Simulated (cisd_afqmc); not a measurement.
Input (AFQMC/CISD/aug-cc-pVDZ; cisd_afqmc is a phaseless AFQMC code with CISD trial states that reads the integrals written by Ansatz):

Ansatz 0.2 input:
```python
import cisd_afqmc

open("ham.yaml", "w").write("""\
crystal:
  periodic: [false, false, false]
  atoms:
    - {symbol: B, position_ang: [-0.00000000, -0.00000000, -0.00000000]}
    - {symbol: H, position_ang: [-0.78294691, -0.83263902, -0.47144604]}
    - {symbol: H, position_ang: [0.17161806, -0.23031944, 1.20252034]}
    - {symbol: H, position_ang: [-0.47175219, 1.13430514, -0.13912829]}
    - {symbol: H, position_ang: [1.08308104, -0.07134667, -0.59194601]}
basis:
  gaussian:
    orbitals: aug-cc-pVDZ
total_charge: -1
magnetization: {spin_polarized: false}
correlation: {method: ccsd, electrons: outside_noble_gas, hamiltonian_folder: ham}
""")
rep = cisd_afqmc.ansatz("ham.yaml")
e_ccsd = rep["correlation"]["coupled_cluster"]["energy"]["hartree"]
out = cisd_afqmc.run("ham", e_ccsd, trial="CISD", walkers=100, populations=8, threads=8, dt=0.005, steps=40, early=24, settle=10, least=32,
    cut=5e-5, rank_cut=2e-4, target=0.0004, seconds=1500, seed=1, memory=12960, gpu=False)
```

Output:

```
orbitals 58, occupied [4], factors 321 of 562, rank of the doubles 87 of 216
E(HF) = -26.977372
E(CCSD) on the cut factors = -27.149742, shift to the whole factors -0.000016
Energy of the trial state on the determinant = -27.149630
  tau behind 7.2 of longer steps, mean of the populations' last blocks
   2.0  -27.15481
   4.0  -27.15479
   6.0  -27.15464
   8.0  -27.15481
blocks 263 (0 outliers left out), error by blocks joined: 1: 0.00010, 2: 0.00013, 4: 0.00016, 8: 0.00017, 16: 0.00021
E(AFQMC/CISD) = -27.15480 +/- 0.00021
```

The error still grows at the longest joins of blocks, or few joins were possible, so the printed bar may be too narrow.
